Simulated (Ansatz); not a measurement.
**Abstraction of Cl: CHClF2 + CBrCl2 → CHF2 + CBrCl3**

Gas-phase species: CHClF2 (difluorochloromethane) `FC(F)Cl`, singlet; CBrCl2 `Cl[C](Cl)Br`, doublet; CHF2 (difluoromethyl radical) `F[CH]F`, doublet; CBrCl3 `ClC(Cl)(Cl)Br`, singlet. A radical takes Cl: the energy is the difference in strength between two C–Cl bonds in different surroundings.

Shapes, held fixed at every level: PBE0-D4/def2-TZVP. Programs: Ansatz 0.2.0. The zero-point and thermal change to 298 K, harmonic and unscaled (PBE0-D4/def2-TZVP), is -3.9 kJ/mol.

```
                level                    kind  ΔH(298 K) (kJ/mol)  less CCSD(T)/def2-TZVPP
         MP2/def2-SVP     perturbation theory               +64.2                    -12.8
       MP2/def2-TZVPP     perturbation theory               +62.7                    -14.3
     SPW92/def2-TZVPP                     LDA               +86.9                     +9.9
 r2SCAN-D4/def2-TZVPP                meta-GGA               +84.8                     +7.8
   PBE0-D4/def2-TZVPP           global hybrid               +82.5                     +5.5
r2SCAN0-D4/def2-TZVPP           global hybrid               +85.6                     +8.6
   wB97X-V/def2-TZVPP  range-separated hybrid               +81.3                     +4.3
   CCSD(T)/def2-TZVPP   coupled cluster or CI               +77.0                      0.0
```

The highest level, CCSD(T)/def2-TZVPP, gives ΔH(298 K) = +77.0 kJ/mol; the levels span +62.7 to +86.9. The column of differences is taken from that level and isn't an error. No measured value is set beside it here. Open shells run unrestricted. Relativity is left out for Br. Outer-core shells of Br are correlated, in sets that cover them unevenly.
